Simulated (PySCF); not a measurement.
**Assigning NMR signals**

Cartesian coordinates in Å; atom numbers follow the order of the lines, from 1:
```xyz
15

C    -1.9471   -0.1696   -1.0958
C    -2.0424   -0.6167    0.3410
O    -2.9991   -1.2023    0.7892
C    -0.8660   -0.3087    1.1806
C     0.1531    0.3960    0.7779
C     1.1769    1.0411    0.3164
Si    2.6320    0.1978   -0.5493
Cl    2.1279   -1.7114   -0.9437
Cl    4.2465    0.2592    0.6562
H    -2.8703   -0.4078   -1.6171
H    -1.7612    0.9006   -1.1417
H    -1.1143   -0.6783   -1.5771
H    -0.9041   -0.7003    2.1879
H     1.2274    2.1146    0.4340
H     2.9363    0.8938   -1.7917
```

Non-relativistic, a single conformation, no solvent, fast rotation and ring inversion assumed for equivalent nuclei. PBE0/pcSseg-1 with gauge-including orbitals; geometry from GFN2-xTB; PySCF 2.14.

Scale: ¹³C (σref 186.93) and ¹H (σref 31.72) against TMS (reference shieldings calculated alike).

(1) Assign these signals to the numbered atoms. ¹³C{¹H} NMR (computed): δ 233.0, 199.0, 98.0, 90.4, 30.5.

(2) Assign these signals to the numbered atoms. ¹H NMR (300 MHz, computed): δ 5.91 (m, 1H), 5.82 (m, 1H), 5.55 (m, 1H), 2.29 (s, 3H).

Answers

(1) 
233.0 → C5, central carbon of an allene: the central sp carbon of an allene is among the most deshielded carbons of hydrocarbons
199.0 → C2, ketone carbonyl carbon: the double bond to the heteroatom, with no lone-pair donor beside it, deshields it most
98.0 → C4, terminal carbon of a cumulated C=C=C unit
90.4 → C6, terminal carbon of a cumulated C=C=C unit
30.5 → C1, methyl carbon α to a carbonyl: α to the electron-withdrawing carbonyl group

(2) 
```tsv
δ (ppm)	atoms	environment	reason
5.91	H15	hydrogen on a silicon bonded to C, 2 Cl	–
5.82	H13	hydrogen on a terminal carbon of a cumulated C=C=C unit	olefinic region
5.55	H14	hydrogen on a terminal carbon of a cumulated C=C=C unit	–
2.29	H10/H11/H12	hydrogen on a methyl carbon α to a carbonyl	α to C=O
```

H15 and H13 lie closer than the usual error of such a calculation, so a measured spectrum could show them in the other order.

Shifts are as computed. Against solution values, carbons near 30 ppm lie about +3 ppm off and those near 130 ppm about +5 ppm. Of 1211 compounds with measured shifts, 218 miss one by over three times the rms of a fit or turn the order of signals round; such compounds aren't used in these exercises. Multiplicities follow the n + 1 count of equivalent neighbours, as no J values were calculated; m marks all less simple cases, F and P coupling included.
